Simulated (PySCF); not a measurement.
Species: (ClAlPH)3 ring, Al3Cl3H3P3.
Geometry (PBE0-D3(BJ)/def2-SVP, Å), atoms numbered from 1 in this order:
```
atom  x, y, z in Å
Al1   -1.7612    0.3035   -0.4775
Cl2   -3.2396    1.6572    0.1472
P3    -1.6013   -1.7610    0.5537
Al4    0.6508   -1.6315    0.0106
Cl5    1.1836   -2.8377   -1.6436
P6     2.3819   -0.3265    0.8504
Al7    1.1626    1.3997   -0.0784
Cl8    0.8980    3.1929    0.9864
P9    -0.1734    1.1376   -1.9594
H10   -1.4917   -1.0326    1.7873
H11    1.7378   -0.0140    2.0945
H12    0.3679   -0.1702   -2.2202
```

NICS is the negative of the GIAO shielding at a point without a nucleus: at the ring centre (0) and 1 Å above and below it (1); zz is the component along the ring normal. Level: GIAO B3LYP/pcSseg-1 (pcSseg-2 on Al) (PySCF, non-relativistic, gas phase) on the PBE0-D3(BJ)/def2-SVP geometry, one conformer.

Ring bond lengths (Å): Al1–P3 2.313, P3–Al4 2.320, Al4–P6 2.325, P6–Al7 2.308, Al7–P9 2.322, P9–Al1 2.327.

**Question.** Give the NICS values of each ring in ppm.

**Answer.** 
```
                ring                               type  NICS(0)  NICS(1), two faces  NICS(1)zz, two faces  rms pucker (Å)  centre to ring atoms, mean (Å)
Al1–P3–Al4–P6–Al7–P9  6-membered ring with 3 Al and 3 P     -0.4         -0.7 / -2.4             4.1 / 1.1            0.54                            2.10
```

**Question.** What can be read from them?

**Answer.** 
- Al1–P3–Al4–P6–Al7–P9: mean NICS(1)zz 2.6 ppm, near zero. A hydrogen on P9, outside the ring, lies 1.31 Å from a NICS(1) probe. The ring is puckered (0.54 Å rms). The two faces differ by 3.0 ppm, so no symmetry operation interchanges them.

**Question.** What are the shieldings of the ring atoms and their hydrogens in the same run (means over atoms taken as equivalent)?

**Answer.** 
| atoms | environment | σ isotropic (ppm) | principal values of the symmetric part, first atom (ppm) |
| --- | --- | --- | --- |
| Al1 (×3) | aluminium bonded to Cl and 2 P | 274.9 | 127.9, 326.0, 342.2 |
| P3 (×3) | phosphorus bonded to 2 Al and H | 464.1 | 395.9, 532.0, 570.0 |
| H10 (×3) | hydrogen on phosphorus | 29.47 | 27.2, 27.9, 34.9 |

**Question.** How do the values depend on the level or the medium?

**Answer.** 
```json
{"level": "B3LYP/pcSseg-1 (pcSseg-2 on Al), gas", "NICS(0), Al1–P3–Al4–P6–Al7–P9": "-0.4", "mean NICS(1)zz, Al1–P3–Al4–P6–Al7–P9": "2.6"}
{"level": "PBE/pcSseg-1 (pcSseg-2 on Al), gas", "NICS(0), Al1–P3–Al4–P6–Al7–P9": "-0.3", "mean NICS(1)zz, Al1–P3–Al4–P6–Al7–P9": "2.6"}
{"level": "PBE0/pcSseg-1 (pcSseg-2 on Al), gas", "NICS(0), Al1–P3–Al4–P6–Al7–P9": "-0.6", "mean NICS(1)zz, Al1–P3–Al4–P6–Al7–P9": "2.3"}
```

The geometry is the same throughout.
